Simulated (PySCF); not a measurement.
Compound: CH6O3Si.
Structure used (PBE0-D3(BJ)/def2-SVP), in Å, numbered top down from 1:
```
atom  x, y, z in Å
C1     1.300   -0.343   -0.695
Si2   -0.231   -0.055    0.298
O3    -1.524   -0.753   -0.479
O4    -0.526    1.571    0.492
O5    -0.086   -0.712    1.817
H6     1.122   -0.108   -1.756
H7     2.122    0.294   -0.335
H8     1.617   -1.393   -0.624
H9    -2.117   -1.247    0.094
H10   -1.330    1.886    0.071
H11   -0.261   -0.092    2.531
```

The calculation used core-valence-separated Tamm–Dancoff BHandHLYP/aug-pcX-1 (pcseg-1 on H, def2-SVPD on Si) in PySCF, non-relativistic, gas phase, PBE0-D3(BJ)/def2-SVP geometry. The energies are unshifted.

The lowest roots of each edge with f over 0.003 (five at most, numbered afresh; weaker and dark ones are left out), with transition dipoles (au) in the frame of the coordinates:

```json
{"root": "1", "edge": "C", "E (eV)": "285.99", "f": "0.0339", "μx": "-0.0404", "μy": "0.0119", "μz": "-0.0553"}
{"root": "2", "edge": "C", "E (eV)": "286.00", "f": "0.0338", "μx": "0.0145", "μy": "0.0678", "μz": "0.0045"}
{"root": "3", "edge": "C", "E (eV)": "286.09", "f": "0.0150", "μx": "0.0340", "μy": "-0.0044", "μz": "-0.0311"}
{"root": "4", "edge": "C", "E (eV)": "287.45", "f": "0.0039", "μx": "0.0195", "μy": "-0.0038", "μz": "-0.0127"}
{"root": "5", "edge": "O", "E (eV)": "531.98", "f": "0.0164", "μx": "0.0310", "μy": "-0.0073", "μz": "0.0156"}
{"root": "6", "edge": "O", "E (eV)": "531.99", "f": "0.0167", "μx": "0.0210", "μy": "0.0144", "μz": "-0.0251"}
{"root": "7", "edge": "O", "E (eV)": "532.03", "f": "0.0162", "μx": "-0.0092", "μy": "0.0251", "μz": "0.0230"}
{"root": "8", "edge": "O", "E (eV)": "533.81", "f": "0.0143", "μx": "-0.0072", "μy": "0.0108", "μz": "-0.0304"}
{"root": "9", "edge": "O", "E (eV)": "533.85", "f": "0.0146", "μx": "0.0216", "μy": "0.0188", "μz": "0.0172"}
```

**Question.** Molecules are fixed in this frame and the field points along (1, 0, −1)/√2. What effective strengths 3 f cos²θ do the roots have (θ between field and μ)?

**Answer.** root 1 (C1): 0.002, root 2 (C1): 0.001, root 3 (C1): 0.045, root 4 (C1): 0.011, root 5 (O3/O4): 0.005, root 6 (O3/O4): 0.042, root 7 (O5): 0.020, root 8 (O4): 0.011, root 9 (O3/O5): 0.000. Averaged over all orientations cos²θ is 1/3, which gives f back. For degenerate partners only the sum has meaning, as the program may mix them freely.

One conformer stands for the species.
